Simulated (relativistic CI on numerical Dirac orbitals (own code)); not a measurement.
Hyperfine structure of Tl⁵⁶⁺, mass number 205

Calculated at this level of theory: Dirac-Coulomb-Breit CI, separate exchange-only KLI orbitals for each configuration, a model potential for QED, unscaled Slater integrals (own radial code, finite nucleus).

CI space (outside the closed core [Ne]): 3s²3p⁶3d⁷, 3s²3p⁵3d⁸, 3s²3p⁴3d⁹, 3s3p⁶3d⁸, 3p⁶3d⁹, 3s3p⁵3d⁹, 3s²3p⁶3d⁶4s, 3s²3p⁶3d⁶4p, 3s²3p⁴3d⁸4s, 3s²3p⁶3d⁶4d, 3s²3p⁴3d⁸4p, 3s²3p⁵3d⁷4s, 3s²3p⁶3d⁶4f, 3s²3p⁵3d⁷4p, 3s²3p⁶3d⁵4s², 3s3p⁶3d⁷4s. Levels of other configurations are missing.

Nuclear spin I = 1/2, μ = 1.632 μN (tables of Stone and Pyykkö). The electronic factors are computed for point nuclear moments, without core polarisation or the Bohr-Weisskopf and QED corrections.

| Level | E (cm⁻¹) | A (GHz) |
| --- | --- | --- |
| 3s²3p⁶3d⁷ ⁴F9/2 | 0 | 180.1 |
| 3s²3p⁶3d⁷ ²D5/2 | 185934 | 181.2 |
| 3s²3p⁶3d⁷ ⁴F7/2 | 828693 | 203.4 |
| 3s²3p⁶3d⁷ ⁴P5/2 | 942681 | 69.91 |
| 3s²3p⁶3d⁷ ²P1/2 | 951240 | -96.25 |
| 3s²3p⁶3d⁷ ²H11/2 | 964719 | 256.9 |
| 3s²3p⁶3d⁷ ²F7/2 | 1032792 | 275.7 |
| 3s²3p⁶3d⁷ ²F5/2 | 1070887 | 282.3 |

Levels with J = 0, under 50 % of one LS term, or S terms without an open s electron are left out. Small factors come from cancelling terms and can be off by tens of per cent or more.

At this charge energies of transitions that change n are usually good to better than 1 %, and those within a shell (Δn = 0) to a few per cent.

Q: Give the hyperfine levels of 3s²3p⁶3d⁷ ⁴F9/2 relative to its centre of gravity.

A: With K = F(F + 1) − I(I + 1) − J(J + 1), E = AK/2: F = 4: -495.3, F = 5: 405.2 GHz.

LS names give the leading component of a level, which can be under half, so a name can repeat, a term be missing and a line seem to break the LS rules.
